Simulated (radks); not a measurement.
Valence configurations of Ce IV (all share [Xe]). Calculated with a radial shooting solver on a logarithmic mesh with Libxc functionals: non-relativistic Kohn-Sham, PBE, spin-polarised, spherical densities, point nucleus; open shells are filled with parallel spins first (spin-orbit coupling, left out, can overturn this in heavy ions); relativity is left out, which matters for an element this heavy. Energies are relative to 4f1; eigenvalues in eV for spin up.

valence	E (eV)	moment (Bohr magnetons)	e(4f)	e(5d)	e(6p)	e(6s)
4f1	0.000	1	-32.414	-	-	-
4f0.5 5d0.5	4.578	1	-35.767	-25.449	-	-
4f0.5 6s0.5	7.074	1	-37.394	-	-	-21.346
5d1	10.347	1	-	-26.484	-	-
6p1	20.226	1	-	-	-18.900	-

NIST lists [Xe] 4f1 as the ground configuration; this level of theory agrees among the configurations tried. The energies are those of spherical high-spin densities, not of single terms. Relativity is left out, which favours d and f over s occupation in heavy atoms.
